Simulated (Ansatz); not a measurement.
Saddle point of BH5SO2, singlet (BH₃O₂ ([OH][BH][OH]) + H₂S → BH₃SO₂ ([OH][B]([OH])[SH]) + H₂; bonds formed: B1–S6, H2–H5; bonds broken: B1–H2, H5–S6), PBE0-D4/def2-TZVP structure:

```tsv
atom	x (Å)	y (Å)	z (Å)
B1	0.3510	-0.1429	-0.1605
H2	1.1648	0.7105	0.5102
O3	0.2769	0.3651	-1.4345
O4	0.6637	-1.4665	0.0690
H5	0.2409	0.8227	0.9104
S6	-1.3893	0.4190	1.0390
H7	-0.0223	-0.3057	-2.0537
H8	0.4177	-1.8141	0.9267
H9	-1.7035	1.4117	0.1933
```

Energies are electronic, without zero-point energy. Barriers and step energies count from the start structure reached by relaxing down the imaginary mode; all methods use the PBE0-D4 structures, on which another method's saddle can fall below an end. Computed with Ansatz 0.2.0 (basis: def2-TZVPP, with def2-QZVPP for the basis limit); correlated methods freeze the cores. B3LYP uses VWN-RPA correlation. Extrapolation: Hartree–Fock as exp(−7.88 √X), correlation as X^−2.97.

```tsv
method	barrier (kcal/mol)	step energy (kcal/mol)
SPW92	24.83	-7.13
PBE-D4	32.37	-7.64
BLYP-D4	?	-6.43
r2SCAN-D4	?	-8.21
B97M-V	38.90	-7.39
PBE0-D4	36.43	-7.07
B3LYP-D4	41.83	-5.82
r2SCAN0-D4	38.10	-7.47
BHLYP-D4	47.10	-4.94
CAM-B3LYP-D4	44.32	-4.77
wB97X-V	43.20	-6.21
wB97M-V	42.24	-6.34
B2PLYP	44.11	-5.24
PBE-QIDH	40.48	-6.80
RPA on PBE	44.99	-5.22
HF	61.59	-2.26
MP2	?	-7.46
CCSD	47.36	-4.89
CCSD(T)	44.15	-5.91
```

(1) Fill in the withheld barriers. (An estimate is asked for; the value comes from the calculation.)

No T1 diagnostic of these runs exceeds 0.013.

## Answers

(1) Computed: MP2 42.02; r2SCAN-D4 35.05; BLYP-D4 38.96 kcal/mol. Each is the energy of the saddle less that of the start structure, by the same method.

For comparison, the barrier by CCSD(T) at an estimated basis limit (MP2 extrapolated from triple and quadruple zeta, plus CCSD(T) − MP2 in triple zeta) is 43.45 kcal/mol.

Labels in which every atom is bracketed show which atoms are joined, not bond orders.

For scale, one of the runs: CCSD(T)/def2-TZVPP, 205 basis functions, launched by `ansatz run in.yaml --threads 4 --pin off --events-out ev --progress --plain --max-ram 9574MiB`. Hardware: 4 CPU threads of an AMD EPYC 7R43, shared host. Wall time 78 s; peak host memory 2.7 GiB.
